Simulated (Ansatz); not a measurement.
Abridged output of a molecular run in Ansatz:

```
Functional definition: HF
872 factors; integrals over basis functions are off by at most 1.4e-3 eV
mean field evaluation 1: about -14701.8562 eV, gradient 3.7e1 eV
mean field evaluation 2: about -14701.9251 eV, gradient 3.7e1 eV
mean field evaluation 4: about -14705.0614 eV, gradient 3.5e0 eV
mean field evaluation 8: about -14705.1051 eV, gradient 3.5e-1 eV
mean field -14705.10564298 eV, -540.4026649009 hartree, gradient 8.0e-7 eV, S^2 0.000000; 0 other end points of the search recorded, 0 dependent functions left out
9 core orbitals not correlated: weight in the atoms' cores, before any rotation towards them, 1.000 or more for the frozen orbitals, at most 0.000 for the correlated occupied ones
reference -14705.10564298 eV, -540.4026649009 hartree; 14, 14 occupied and 66, 66 virtual orbitals, 872 factors
second order -19.37784460 eV of doubles, -0.00000000 eV of singles
cycle   1  -19.52758405 eV  change   -1.5e-1 eV  update   1.1e-1
cycle   2  -20.03979103 eV  change   -5.1e-1 eV  update   3.4e-2
cycle   3  -20.17838669 eV  change   -1.4e-1 eV  update   1.7e-2
cycle   4  -20.17294611 eV  change    5.4e-3 eV  update   4.3e-3
cycle   5  -20.17033828 eV  change    2.6e-3 eV  update   1.7e-3
cycle   6  -20.17097256 eV  change   -6.3e-4 eV  update   5.0e-4
cycle   7  -20.17080653 eV  change    1.7e-4 eV  update   1.8e-4
cycle   8  -20.17070022 eV  change    1.1e-4 eV  update   6.6e-5
cycle   9  -20.17071590 eV  change   -1.6e-5 eV  update   2.9e-5
perturbative correction -0.62105474 eV, -0.0228233407 hartree
Total energy: -14725.89741362 eV, -541.1667483788 hartree
```

Its atoms:

Cartesian coordinates in Å:
```
F 1.306 0.569 1.922
C 0.597 0.252 0.870
C -0.478 0.835 0.314
Si -0.317 -0.546 -0.864
O 1.006 -0.855 0.220
H -1.010 1.718 0.618
H -1.282 -1.667 -0.842
H 0.179 -0.306 -2.237
```

Question: Which basis set was used?
A. def2-QZVPP
B. def2-SVP
C. def2-SVPD
D. def2-TZVPP

Answer: B. It gives 89 functions.

Question: Write the keys of the input that set method, charge and spin (a neutral closed shell needs none for the last two).

Answer: 
```yaml
correlation: {method: ccsd_t}
```
